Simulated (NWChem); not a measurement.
## Ionisation of CH3Cl2Si

SMILES: Cl[Si](Cl)C
```xyz
7

C      2.0576    -0.0401     0.0000
Si     0.2440    -0.5568     0.0000
Cl    -0.6769     0.2304    -1.7039
Cl    -0.6769     0.2304     1.7039
H      2.1241     1.0607     0.0000
H      2.5640    -0.4283    -0.8970
H      2.5640    -0.4283     0.8970
```
Charge 0, spin multiplicity 2.

The numbers come from NWChem runs, not from measurements. Structure: optimised with UB3LYP/def2-SVP, a minimum by its harmonic frequencies.

Basis set: def2-TZVP. The species with one electron less has spin multiplicity 1 and keeps the geometry of the parent. Δ marks differences of total energies (open shells unrestricted). −ε marks an orbital energy of the parent. That orbital need not have the symmetry of the hole or added electron in the Δ rows. That singlet is a closed-shell solution.

B3LYP has NWChem's definition, with VWN1-RPA local correlation. The structure started from a generated list of species. The unpaired electrons of the parent sit in orbitals of symmetry a' (Cs labels of the run); other states weren't searched. No SCF solution was tested for a lower state.

Question: One of these methods gave a first vertical ionisation energy of 8.55 eV. Which?
(A) G0W0@PBE
(B) −ε(alpha HOMO) of BHandHLYP
(C) ΔPBE
(D) ΔB3LYP

Answer: D, ΔB3LYP. The others give 7.57 (−ε(alpha HOMO) of BHandHLYP), 8.01 (G0W0@PBE), 8.35 (ΔPBE).
